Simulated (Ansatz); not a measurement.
A nudged elastic band was laid between two geometries of CH₃AlO₂ (7 atoms, charge 0, multiplicity 1).

All numbers below come from RKS PBE/def2-mTZVP in Ansatz 0.2.0.

| Item | Value |
| --- | --- |
| movable images | 7 |
| climbing image | yes |
| spring | 5.0 eV/Å² |
| optimiser | quadratic models (default) |
| start path | through a guess of the saddle point |
| force threshold | 0.03 eV/Å |
| iteration limit | 60 |
| end points | relaxed |

Initial state:

```xyz
7
Properties=species:S:1:pos:R:3
Al -0.825 -1.009 -0.142
H -0.398 -0.964 1.407
H -0.073 -2.022 -1.126
H -2.195 -0.314 -0.590
O 0.509 0.800 -0.592
C 1.164 1.434 0.161
O 1.817 2.076 0.882
```

Final state:

```xyz
7
Properties=species:S:1:pos:R:3
Al -0.612 -1.012 -0.745
H -0.220 1.088 1.306
H -0.243 -1.967 -1.952
H -1.982 -0.941 0.062
O 0.667 0.083 -0.272
C 0.715 1.023 0.701
O 1.675 1.727 0.902
```

**Question.** What changes between the two ends?

**Answer.** Bonds broken: Al1–H2. Bonds formed: Al1–O5, H2–C6.

**Question.** Give the energies along the band, and the barrier.

**Answer.** The run converged. The highest image is number 2 of 0 to 8, 0.181 eV above the first end and 0.951 eV above the last; the last end lies 0.770 eV below the first. A vibrational analysis at the climbing image gives one clearly imaginary mode, 395i cm⁻¹: a first-order saddle point. The orbitals stay closed-shell, which can raise the energy where a bond breaks towards radicals; this wasn't checked here.

```csv
image,path coordinate (Å),energy (eV),Al1–H2 (Å),Al1–O5 (Å),H2–C6 (Å)
0,0.00,0.000,1.61,2.29,3.12
1,0.62,0.026,1.61,2.27,2.60
2,1.25,0.181,1.66,2.06,1.87
3,1.90,-0.351,2.12,1.82,1.19
4,2.55,-0.560,2.70,1.76,1.12
5,3.20,-0.698,3.12,1.74,1.11
6,3.85,-0.757,3.29,1.73,1.11
7,4.51,-0.761,3.08,1.74,1.11
8,5.17,-0.770,2.96,1.75,1.12
```

**Question.** What is the geometry of the highest image?

**Answer.** 
```xyz
7
Properties=species:S:1:pos:R:3
Al -0.685 -0.781 -0.276
H 0.013 -0.324 1.165
H -0.011 -2.053 -0.956
H -2.198 -0.313 -0.447
O 0.460 0.827 -0.851
C 0.900 1.053 0.265
O 1.522 1.591 1.100
```

**Question.** What are the harmonic wavenumbers there?

**Answer.** 395i, 180, 294, 396, 421, 579, 641, 725, 757, 869, 1248, 1722, 1899, 1917, 2198 cm⁻¹.

Run time: 2.7 min on 2 threads of Intel(R) Xeon(R) Platinum 8488C (Sapphire Rapids), with other jobs on the host, peak memory 0.17 GiB.
